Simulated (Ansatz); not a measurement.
Consider the cleavage of the Si–Si bond: `F[Si](F)([SiH3])Cl` + HCl → `F[Si](F)(Cl)Cl` + SiH₄.

Computed with Ansatz on PBE0-D4/def2-TZVP structures; ΔE is electronic, products minus reactants. CCSD(T)/CBS adds triple-zeta CCSD(T) − MP2 to the extrapolated MP2 energy (def2 sets, frozen cores). This one scheme is used for every species. DFT in def2-TZVPP.

```tsv
species	revPBE energy (Eh)
`F[Si](F)([SiH3])Cl`	-1240.70289
HCl	-460.73583
`F[Si](F)(Cl)Cl`	-1409.64488
SiH₄	-291.82536
```

Problem. Work out ΔE.

Solution. ΔE = (-1409.64488) + (-291.82536) − (-1240.70289) − (-460.73583) = -0.03152 Eh = -82.8 kJ/mol. CCSD(T)/CBS gives -98.1 kJ/mol.

Largest T1 diagnostic among the species: 0.012.

Leaving LDA and LC-ωPBE aside and taking each functional with its dispersion term where it has one, the values, not all of them listed here, spread over 21.2 kJ/mol, from ωB97M-V to PBE-D4. From BLYP to BHLYP (50 % exact exchange), in def2-TZVPP and without D4, ΔE moves by −13.9 kJ/mol. In def2-TZVPP, CCSD(T) changes the Hartree–Fock value by +14.9 kJ/mol (the triples alone add +1.2 kJ/mol) and MP2 by +5.6 kJ/mol.
